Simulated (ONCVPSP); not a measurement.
# Configuration tests for carbon (C) (ONCV)

ONCVPSP 4.0.1 input, shortened (lines: element, Z, core and valence counts, functional; n l f; lmax; l rc ep ncon nbas qcut; lloc lpopt rc5 dvloc0; l nproj debl; icmod fcfact rcfact), PBE, scalar-relativistic:

```
  C 6.00    1    2        4      upf
    1    0    2.00
    2    0    2.00
    2    1    1.00
    2
    0    0.85    0.00    3    8    6.90
    1    2.15    0.00    3    7    8.10
    2    2.35    0.45    4    7    3.60
    4    4    0.80    4.00
    0    2    2.70
    1    3    2.10
    2    2    1.50
    4    0.75    0.00
```

Energies are relative to the spin-unpolarised reference configuration 2s2 2p1; without spin polarisation the order of configurations can differ from experiment.

| valence configuration | charge | ΔE all-electron (eV) | error AE − PS (meV) |
| --- | --- | --- | --- |
| 2s2 2p2 | 0 | -10.861 | +29 |
| 2s1 2p3 | 0 | -2.383 | +60 |

**Question.** What are ΔE and the potential's error for 2s1 2p0?

**Answer.** ΔE = 72.350 eV all-electron; the error (AE − PS) is +237 meV.

**Question.** What are ΔE and the potential's error for 2s2 2p0?

**Answer.** ΔE = 24.156 eV all-electron; the error (AE − PS) is +104 meV.
